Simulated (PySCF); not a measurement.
Species: 2-methyl-[1,2,4]diazaphospholo[1,5-a]pyridine, C7H7N2P.
Structure used (PBE0-D3(BJ)/def2-SVP), in Å, numbered top down from 1:
```xyz
17
C7H7N2P angstrom
C      2.8241   -0.3923   -1.5838
C      1.3371   -0.3656   -1.4314
N      0.8320    0.1825   -0.3412
N     -0.5002    0.1223   -0.3794
C     -1.2467    0.6310    0.6448
C     -2.6085    0.5638    0.5947
C     -3.2416   -0.0370   -0.5248
C     -2.4806   -0.5444   -1.5478
C     -1.0675   -0.4737   -1.4958
P      0.1761   -1.0121   -2.6091
H      3.2956    0.0509   -0.6964
H      3.1416    0.1753   -2.4720
H      3.1936   -1.4214   -1.7049
H     -0.6655    1.0698    1.4555
H     -3.1917    0.9746    1.4192
H     -4.3310   -0.0929   -0.5684
H     -2.9435   -1.0107   -2.4193
```

Computed at PBE0/pcSseg-1 (PySCF, non-relativistic), with Q(14N) = 0.02044 b: N3, 14N (I = 1): χzz = -4.527 MHz, η = 0.870; N4, 14N (I = 1): χzz = -2.086 MHz, η = 0.639.

(1) Find the zero-field quadrupole resonance frequencies of 14N at N3.

(2) Find the zero-field quadrupole resonance frequencies of 14N at N4.

Answers

(1) From ν± = (3/4)|χ|(1 ± η/3) and ν0 = |χ|η/2: ν+ 4.379 MHz, ν− 2.411 MHz, ν0 1.968 MHz (pyridine-type nitrogen).

(2) From ν± = (3/4)|χ|(1 ± η/3) and ν0 = |χ|η/2: ν+ 1.897 MHz, ν− 1.231 MHz, ν0 0.666 MHz (pyrrole-type nitrogen).

In a crystal, neighbours and librations shift these lines. Geometry: PBE0-D3(BJ)/def2-SVP; no solvent, vibrations or thermal averaging. The basis is small and wasn't made for field gradients, so the couplings can be 20 % off.

The run behind these numbers computed NMR shieldings as well. The run took 35 s wall on Arm Neoverse V2, one thread, no GPU, shared host with 192 logical CPUs at a one-minute load of 66, and the process peaked at 1.2 GiB of memory.
